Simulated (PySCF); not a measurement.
Si(Cl)(F)2(SMe) (CH₃ClF₂SSi), SMILES CS[Si](F)(F)Cl.

The structure is a stationary point at PBE-D3(BJ)/def2-SVP. This is a generated structure with no PubChem entry under its InChIKey; it may be hypothetical. Other conformers were not sampled.

These are PBE-D3(BJ)/def2-SVP in PySCF values and carry that method's errors.

Frequencies are harmonic and unscaled.

```json
[
 {"mode": "1", "ν (cm⁻¹)": "42", "IR (km/mol)": "1.3", "moving atoms (share of kinetic energy)": "C 39 %, F 20 %, H 19 %, S 11 %, Cl 9 %"},
 {"mode": "2", "ν (cm⁻¹)": "117", "IR (km/mol)": "0.9", "moving atoms (share of kinetic energy)": "H 56 %, C 21 %, F 13 %"},
 {"mode": "3", "ν (cm⁻¹)": "131", "IR (km/mol)": "1.2", "moving atoms (share of kinetic energy)": "H 52 %, Cl 20 %, C 15 %, F 8 %"},
 {"mode": "4", "ν (cm⁻¹)": "176", "IR (km/mol)": "0.6", "moving atoms (share of kinetic energy)": "F 43 %, S 31 %, Cl 12 %"},
 {"mode": "5", "ν (cm⁻¹)": "204", "IR (km/mol)": "2.1", "moving atoms (share of kinetic energy)": "F 54 %, Cl 17 %, C 11 %, S 9 %"},
 {"mode": "6", "ν (cm⁻¹)": "264", "IR (km/mol)": "8.4", "moving atoms (share of kinetic energy)": "F 53 %, Si 19 %, S 12 %"},
 {"mode": "7", "ν (cm⁻¹)": "280", "IR (km/mol)": "21.0", "moving atoms (share of kinetic energy)": "F 53 %, Cl 25 %, S 13 %, Si 9 %"},
 {"mode": "8", "ν (cm⁻¹)": "308", "IR (km/mol)": "15.0", "moving atoms (share of kinetic energy)": "F 46 %, S 22 %, Si 17 %, Cl 8 %"},
 {"mode": "9", "ν (cm⁻¹)": "471", "IR (km/mol)": "22.8", "moving atoms (share of kinetic energy)": "S 26 %, Cl 26 %, F 26 %, Si 21 %"},
 {"mode": "10", "ν (cm⁻¹)": "623", "IR (km/mol)": "229.7", "moving atoms (share of kinetic energy)": "Si 69 %, Cl 15 %, S 13 %"},
 {"mode": "11", "ν (cm⁻¹)": "684", "IR (km/mol)": "7.3", "moving atoms (share of kinetic energy)": "C 59 %, S 32 %, H 9 %"},
 {"mode": "12", "ν (cm⁻¹)": "865", "IR (km/mol)": "171.0", "moving atoms (share of kinetic energy)": "F 57 %, Si 41 %"},
 {"mode": "13", "ν (cm⁻¹)": "935", "IR (km/mol)": "8.0", "moving atoms (share of kinetic energy)": "H 80 %, C 14 %"},
 {"mode": "14", "ν (cm⁻¹)": "946", "IR (km/mol)": "62.7", "moving atoms (share of kinetic energy)": "H 46 %, F 23 %, Si 21 %, C 9 %"},
 {"mode": "15", "ν (cm⁻¹)": "950", "IR (km/mol)": "57.7", "moving atoms (share of kinetic energy)": "H 39 %, Si 27 %, F 25 %, C 8 %"},
 {"mode": "16", "ν (cm⁻¹)": "1282", "IR (km/mol)": "2.2", "moving atoms (share of kinetic energy)": "H 87 %, C 12 %"},
 {"mode": "17", "ν (cm⁻¹)": "1396", "IR (km/mol)": "10.0", "moving atoms (share of kinetic energy)": "H 96 %"},
 {"mode": "18", "ν (cm⁻¹)": "1408", "IR (km/mol)": "12.7", "moving atoms (share of kinetic energy)": "H 95 %"},
 {"mode": "19", "ν (cm⁻¹)": "2991", "IR (km/mol)": "10.5", "moving atoms (share of kinetic energy)": "H 98 %"},
 {"mode": "20", "ν (cm⁻¹)": "3106", "IR (km/mol)": "0.6", "moving atoms (share of kinetic energy)": "H 90 %, C 10 %"},
 {"mode": "21", "ν (cm⁻¹)": "3112", "IR (km/mol)": "0.3", "moving atoms (share of kinetic energy)": "H 90 %, C 10 %"}
]
```
